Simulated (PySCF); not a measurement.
ClH2NTe, SMILES N[Te]Cl.

Geometry: r2SCAN-D4/def2-TZVP. The def2 effective core potentials stand for the cores of Te; spin–orbit coupling is left out. One conformer was computed; it need not be the lowest.

The numbers are results of B3LYP/def2-TZVPD (PySCF), not measurements.

Isolated molecule, no solvent.

Computed frontier levels, gap, dipole moment and polarisability:
```
Item                                                                                                            Value
---------------------------------------------------------------------------------------------  ----------------------
highest occupied level                                                                                       -6.18 eV
lowest empty level                                                                                           -2.32 eV
orbital gap                                                                                                   3.86 eV
dipole moment                                                                                                  1.99 D
quadrupole, principal values (traceless, Buckingham form, about the centre of nuclear charge)  -6.77, -1.23, 8.00 D·Å
mean static polarisability                                                                       66.7 bohr³ (9.88 Å³)
polarisability, principal values                                                               55.4, 61.9, 82.7 bohr³
```
